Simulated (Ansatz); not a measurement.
Consider the ligand exchange at the Si–C bond: `C[SiH2]C[SiH3]` + `OB(O)O` → `C[SiH2]OB(O)O` + `C[SiH3]`.

Program: Ansatz. Geometries: PBE0-D4/def2-TZVP. ΔE: electronic, gas phase. CCSD(T)/CBS is the MP2 limit (def2-TZVPP, def2-QZVPP) plus CCSD(T) − MP2 in def2-TZVPP, frozen cores. This one scheme is used for every species. DFT in def2-TZVPP. B3LYP here is the variant with VWN-RPA as its local correlation; programs differ in this. Each species was taken in one conformer, which may not be the lowest.

```json
{"level": "r2SCAN-D4", "ΔE (kJ/mol)": "-93.7", "difference from CCSD(T)/CBS": "-0.3"}
{"level": "PBE0-D4", "ΔE (kJ/mol)": "-84.9", "difference from CCSD(T)/CBS": "8.5"}
{"level": "B2PLYP", "ΔE (kJ/mol)": "-99.7", "difference from CCSD(T)/CBS": "-6.3"}
{"level": "B3LYP", "ΔE (kJ/mol)": "-101.0", "difference from CCSD(T)/CBS": "-7.6"}
{"level": "HF/def2-TZVPP", "ΔE (kJ/mol)": "-114.2", "difference from CCSD(T)/CBS": "-20.8"}
{"level": "SCS-MP2/def2-TZVPP", "ΔE (kJ/mol)": "-97.8", "difference from CCSD(T)/CBS": "-4.4"}
{"level": "CCSD(T)/def2-TZVPP", "ΔE (kJ/mol)": "-93.4", "difference from CCSD(T)/CBS": "0.0"}
{"level": "MP2/def2-QZVPP", "ΔE (kJ/mol)": "-93.6", "difference from CCSD(T)/CBS": "-0.2"}
{"level": "HF/CBS(def2)", "ΔE (kJ/mol)": "-115.8", "difference from CCSD(T)/CBS": "-22.4"}
{"level": "MP2/CBS(def2)", "ΔE (kJ/mol)": "-93.1", "difference from CCSD(T)/CBS": "0.3"}
{"level": "CCSD(T)/CBS", "ΔE (kJ/mol)": "-93.4", "difference from CCSD(T)/CBS": "0"}
```

Largest T1 diagnostic among the species: 0.012.

In def2-TZVPP, CCSD(T) changes the Hartree–Fock value by +20.9 kJ/mol (the triples alone add +2.7 kJ/mol) and MP2 by +21.2 kJ/mol. The D4 term adds +3.9 kJ/mol with B3LYP and +2.1 kJ/mol with PBE0; it sums over pairs of atoms, weighted by their polarisabilities, and B3LYP, whose exchange is more repulsive, gets the larger term.

CCSD(T)/CBS has its own doubt, a few kJ/mol and more with outer-core shells, so smaller differences from it don't rank the levels.
